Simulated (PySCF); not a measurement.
Two species compared at the same levels of theory.

First species: C10H8.
SMILES: `c1c2c(C2)c(C)c(C#C)c1`

Second species: azulene, C₁₀H₈.
Atom-mapped SMILES: `[cH:1]1[cH:2][cH:3][c:4]2[cH:5][cH:6][cH:7][c:8]-2[cH:9][cH:10]1` (hydrogens: H11 on C1; H12 on C2; H13 on C3; H14 on C5; H15 on C6; H16 on C7; H17 on C9; H18 on C10)

Levels: PBE0/pcSseg-1 for dipole moment, HOMO energy, LUMO energy and HOMO–LUMO gap; GFN2-xTB for rotational constant A and rotational constant C. Geometries: GFN2-xTB. Each species is one conformer at its optimised geometry, gas phase, non-relativistic unless stated. Electronic properties by PySCF.

| property | column X | column Y |
| --- | --- | --- |
| dipole moment | 1.11 D | 0.67 D |
| HOMO energy | -5.75 eV | -6.57 eV |
| LUMO energy | -2.11 eV | -0.94 eV |
| HOMO–LUMO gap | 3.64 eV | 5.63 eV |
| rotational constant A | 2.887 GHz | 2.644 GHz |
| rotational constant C | 0.883 GHz | 0.813 GHz |

Which column belongs to which species?

Column X is the second species and column Y the first. The first has 18 atoms and 68 electrons, the second 18 and 68.

How does each property change from the first species to the second?

dipole moment +0.44 D; HOMO energy +0.82 eV; LUMO energy -1.17 eV; HOMO–LUMO gap -1.99 eV; rotational constant A +0.243 GHz; rotational constant C +0.070 GHz.

On the first: The dipole matches unit charges of opposite sign 0.14 Å apart (1 e·Å = 4.8032 D).

On the second: In atomic units the dipole is 0.44 e·bohr (1 au = 2.5417 D). Point group C2v permits a dipole; with 1.11 D the species has a pure rotational spectrum.
